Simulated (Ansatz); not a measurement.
Al₇As₇. Charge 0, multiplicity 1. Geometry PBE-D4/def2-SVP, basis def2-TZVP, Ansatz.

```xyz
14

Al    1.420   -1.695   -1.430
Al    1.894   -0.539    1.300
Al   -0.371   -1.968    1.385
Al   -1.183    0.586    2.277
Al   -2.129    1.136   -0.327
Al    0.228    0.410   -2.590
Al    0.270    2.328   -0.281
As    1.779   -2.930    0.583
As    0.546   -1.672   -3.592
As    0.550   -0.699    3.342
As   -1.439    2.814    1.405
As   -1.190    2.312   -2.308
As    2.189    0.874   -0.664
As   -2.566   -0.958    0.899
```

| run | HOMO (eV) | LUMO (eV) |
| --- | --- | --- |
| A | -5.39 | -4.20 |
| B | -5.22 | -4.02 |
| C | -5.22 | -4.22 |
| D | -5.94 | -3.72 |
| E | -8.03 | -2.07 |

LC-ωPBE has ω = 0.4 bohr⁻¹. Single mean-field runs in def2-TZVP are fitted with def2-universal-jkfit.

Task: The runs used B97M-V, LC-ωPBE, PBE, PBE0, r2SCAN. Estimate which is which.

Result: A r2SCAN (0 % exact exchange); B B97M-V (0 % exact exchange); C PBE (0 % exact exchange); D PBE0 (25 % exact exchange); E LC-ωPBE (range-separated). Exact exchange lowers occupied and raises empty levels; among semilocal functionals meta-GGAs tend to open the gap a little, and such runs are hard to tell apart. The gap grows from 1.00 eV (PBE) to 5.95 eV (LC-ωPBE).
